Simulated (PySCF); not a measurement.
A calculated (r2SCAN, PySCF 2.14, x2c-QZVPPall, the spin-free X2C one-electron Hamiltonian (Gaussian nucleus)) atom or ion has these occupied shells.

```csv
shell,electrons,orbital energy (eV),"rms radius, mean of both spins (bohr)"
1s α,1,-85390.5,0.0184
1s β,1,-85390.5,0.0184
2s α,1,-15240.7,0.0743
2s β,1,-15240.5,0.0743
2p α,3,-13173.1,0.0683
2p β,3,-13173.0,0.0683
3s α,1,-3660.6,0.190
3s β,1,-3660.6,0.190
3p α,3,-3059.5,0.192
3p β,3,-3059.5,0.192
3d α,5,-2406.0,0.176
3d β,5,-2405.9,0.176
4s α,1,-834.46,0.416
4s β,1,-834.33,0.416
4p α,3,-635.29,0.444
4p β,3,-635.17,0.444
4d α,5,-392.80,0.473
4d β,5,-392.66,0.473
5s α,1,-146.54,0.931
5s β,1,-145.61,0.931
4f α,7,-128.70,0.513
4f β,7,-128.51,0.513
5p α,3,-91.721,1.07
5p β,3,-90.655,1.07
5d α,5,-28.289,1.45
5d β,4,-27.429,1.45
6s α,1,-19.375,2.44
6s β,1,-18.245,2.44
6p α,1,-10.666,3.19
```

(1) Name the element and its charge.

## Answers

(1) Tl+ (thallium, charge +1), in [Xe] 4f14 5d9 6s2 6p1, one real determinant (an excited configuration).
